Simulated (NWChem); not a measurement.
[SiH3][O][Mg][SH] (MgSiH4SO), optimised at PBE0/def2-SVP with NWChem:

highest occupied level (eV): -7.24
orbital gap (eV): 5.76
dipole (D): 0.92
highest harmonic frequency (cm⁻¹): 2703
zero-point energy (kcal/mol): 23.9

All stand in one matching conformer (torsions within 35°), which need not be the lowest.

One S atom is replaced by O, giving [OH][Mg][O][SiH3] (MgSiH4O2), optimised at the same level. How do these values move?


```
quantity                           new value  change
---------------------------------  ---------  ------
highest occupied level (eV)            -7.92   -0.68
orbital gap (eV)                        6.69   +0.93
dipole (D)                              2.05   +1.13
highest harmonic frequency (cm⁻¹)       4112   +1409
zero-point energy (kcal/mol)            26.0    +2.1
```
